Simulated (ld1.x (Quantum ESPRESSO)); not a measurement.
Te: variants of one TM potential

Base potential:

ld1.x (Quantum ESPRESSO) 7.5 input, shortened:

```
&input
   title='Te', zed=52., rel=2, dft='PBE', iswitch=3,
   config='[Kr] 4d10 5s2 5p4', rel_dist='average'
 /
 &inputp
   pseudotype=2, tm=.true., lloc=0,
   nlcc=.true., new_core_ps=.true., rcore=0.65
 /
2
5P  2  1   4.00   0.00  1.85  1.85  0.0
5S  1  0   2.00   0.00  1.35  1.35  0.0
 &test
   configts(1)='5s2 5p4'
 /
```

Open shells are filled in proportion to 2j + 1 (rel_dist='average').

All-electron outer shells of the reference configuration (PBE, scalar-relativistic, ld1.x):

```
shell  level (eV)  outermost node (bohr)  outermost maximum (bohr)
   4p     -114.41                   0.38                      0.74
   4d      -41.65                   0.36                      0.81
   5s      -15.11                   0.91                      1.80
   5p       -5.95                   1.00                      2.17
```

Cutoffs, loose and tight: the cutoffs (Ry, on a coarse ladder) from which the occupation-weighted sum of valence levels, in a spherical-Bessel basis at the reference potential, stays within 10 and 1 mRy of its value at 400 Ry. They do not see the model core or the augmentation charge, which bear on the density cutoff. Test errors are all-electron minus pseudo excitation energies from the reference, over the configurations 5s2 5p3; 5s2 5p2; 5s2 5p1; 5s2 5p0; 5s0 5p6; 5s1 5p4; 5s1 5p5. A dash means not determined; rows that change the core or the reference have their own tests. The largest error is taken over the tests solved by every variant that gives reliable tests at all: 5s1 5p4; 5s1 5p5; 5s2 5p0; 5s2 5p1; 5s2 5p2; 5s2 5p3.

A true bound ghost makes a file unfit for plane-wave use even where its test errors are small: the radial tests pick states by their node count and pass the ghost by. Where a test does run into it, the solver fails or the error is huge.

Cutoffs are not given where the Bessel-basis levels miss the radial ones by over 6 mRy, ghosts where they miss by over 20 mRy; a channel whose overlap is not positive is not tested.

```csv
change,outcome,"cutoff, loose","cutoff, tight",bound ghosts,largest test error (meV)
base,generated,70 Ry,200 Ry,p1/2,-134
wave 5p (bound): rc 1.85 bohr becomes 5p (bound): rc 1.20 bohr,generated,–,–,p1/2,-343
wave 5p (bound): rc 1.85 bohr becomes 5p (bound): rc 1.46 bohr,generated,140 Ry,200 Ry,"p3/2, p1/2",-118
wave 5p (bound): rc 1.85 bohr becomes 5p (bound): rc 1.66 bohr,generated,90 Ry,200 Ry,"p3/2, p1/2",-128
wave 5p (bound): rc 1.85 bohr becomes 5p (bound): rc 1.98 bohr,generated,70 Ry,200 Ry,p1/2,-132
wave 5p (bound): rc 1.85 bohr becomes 5p (bound): rc 2.24 bohr,generated,70 Ry,200 Ry,p1/2,-132
wave 5p (bound): rc 1.85 bohr becomes 5p (bound): rc 2.46 bohr,generated,70 Ry,200 Ry,p1/2,-155
wave 5p (bound): rc 1.85 bohr becomes 5p (bound): rc 2.70 bohr,generated,70 Ry,200 Ry,"p3/2, p1/2",-219
```

Reading the sweep of the p radius (base included, trends over the rows without a ghost): Bound ghosts are found at 1.2, 1.46, 1.66, 1.85, 1.98, 2.24, 2.46, 2.7 bohr. Every judged row has one, so this setting neither creates nor removes them.
